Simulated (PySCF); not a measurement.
F2OSe.
SMILES: `O=[Se](F)F`

Method: PBE0-D3(BJ)/def2-SVP geometry optimisation, gas phase (PySCF).

Masses are those of the commonest isotopes; rigid-rotor values at the optimised geometry. 

**Question.** What are A, B and C (MHz)?

**Answer.** Ia = 77.89, Ib = 82.02, Ic = 124.04 u·Å²; 505379 MHz·u·Å²/I gives A = 6488, B = 6162, C = 4074 MHz.

**Question.** What kind of rotor is it?

**Answer.** An asymmetric top. Ray's parameter κ = (2B − A − C)/(A − C) = 0.730; −1 is the prolate and +1 the oblate limit.

**Question.** What does the inertial defect say?

**Answer.** Not planar: Δ = Ic − Ia − Ib = -35.87 u·Å². For a rigid frame Δ = −2 Σ m c², so Σ m c² = 17.93 u·Å² lies off the ab plane. The atom farthest from that plane is 0.66 Å away.

**Question.** Give the other two planar moments, Paa and Pbb, and the rms extents of the mass along the axes.

**Answer.** Paa = Σ m a² = (Ib + Ic − Ia)/2 = 64.08 and Pbb = Σ m b² = (Ia + Ic − Ib)/2 = 59.96 u·Å². With the mass M = 133.91 u, the rms extents √(P/M) along a, b and c are 0.69, 0.67, 0.37 Å.

**Question.** Give the coordinates in the principal-axis frame, origin at the centre of mass.

**Answer.** The sense of each axis is arbitrary; atoms in the order of the calculation.
```
atom  mass (u)   a (Å)   b (Å)   c (Å)
  O1    15.995   1.408   0.005   0.658
 Se2    79.917   0.145   0.000  -0.291
  F3    18.998  -0.903   1.254   0.335
  F4    18.998  -0.895  -1.259   0.335
```

**Question.** Which types of transition are allowed, and where do some lines up to J = 2 fall?

**Answer.** The dipole components are |μa| = 0.09 D, |μb| = 0.00 D, |μc| = 2.78 D; the mirror of this Cs structure is the ac plane, so μb vanishes by symmetry and there are no b-type lines. The squared components, which scale the intensities, stand as 0.00 : 1.00 (a : c). Some lines, for components of 0.1 D or more:

```csv
type,branch,"J(Ka,Kc)",MHz,lower level (cm⁻¹)
c,Q,"1(1,1) ← 1(0,1)",326,0.341
c,Q,"2(2,1) ← 2(1,1)",979,1.175
c,R,"1(1,0) ← 0(0,0)",12650,0.000
c,R,"2(1,1) ← 1(0,1)",24974,0.341
c,R,"2(2,0) ← 1(1,0)",25336,0.422
c,R,"2(2,1) ← 1(1,1)",25627,0.352
```

**Question.** Estimate the classical rotational partition function at 10 K, 298.15 K and 500 K.

**Answer.** Point group Cs, symmetry number σ = 1; q = (√π/σ)·√((kT/h)³/(ABC)), k/h = 20836.6 MHz/K: 418 at 10 K, 68000 at 298.15 K, 148000 at 500 K.

No PBE0-D3(BJ)/def2-SVP frequencies stand behind this structure, so it isn't proved a minimum. Zero-point vibration and centrifugal distortion are left out.

Hardware: one thread, Arm Neoverse N1 (aarch64), shared host. Cost: 15 s of wall time, 0.32 GiB resident at most. That covers the optimisation of the geometry.
